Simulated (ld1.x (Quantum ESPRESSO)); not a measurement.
**Reading a pseudo-wave (Sb (Z = 51))**

Columns: radius, all-electron u(r) and pseudo u(r) of the 5p shell (level -11.99 eV) of antimony in the configuration [Kr] 4d10 5s2 5p2; PBE, scalar-relativistic, TM semilocal scheme, ld1.x (Quantum ESPRESSO) 7.5.

```tsv
r (bohr)	all-electron	pseudo
0.100	0.0740	-0.0022
0.200	-0.1759	-0.0090
0.300	-0.1505	-0.0201
0.400	0.0346	-0.0358
0.500	0.2077	-0.0559
0.600	0.3004	-0.0804
0.700	0.3086	-0.1093
0.800	0.2531	-0.1426
0.900	0.1586	-0.1803
1.000	0.0454	-0.2224
1.100	-0.0721	-0.2685
1.200	-0.1851	-0.3182
1.300	-0.2883	-0.3708
1.400	-0.3793	-0.4250
1.500	-0.4572	-0.4790
1.600	-0.5219	-0.5304
1.700	-0.5743	-0.5767
1.800	-0.6153	-0.6157
1.900	-0.6460	-0.6461
2.000	-0.6676	-0.6676
2.100	-0.6809	-0.6809
2.200	-0.6872	-0.6872
2.300	-0.6873	-0.6873
2.400	-0.6823	-0.6823
2.500	-0.6728	-0.6728
2.600	-0.6597	-0.6597
```

Q: How many radial nodes do the two functions have?

A: The all-electron 5p function has n − l − 1 = 3; the pseudo-wave has 0, since the states of the same l below it are removed with the core.

Q: At about which radius was the pseudo-wave matched?

A: 2.00 bohr. The columns agree to 0.0005 from 1.80 bohr on; several derivatives are matched, so the curves merge somewhat inside the radius.

Q: Is the pseudo-wave norm-conserving?

A: Yes: the TM semilocal scheme keeps the norm inside the radius equal to the all-electron one, which fixes the energy derivative of the logarithmic derivative at the level.
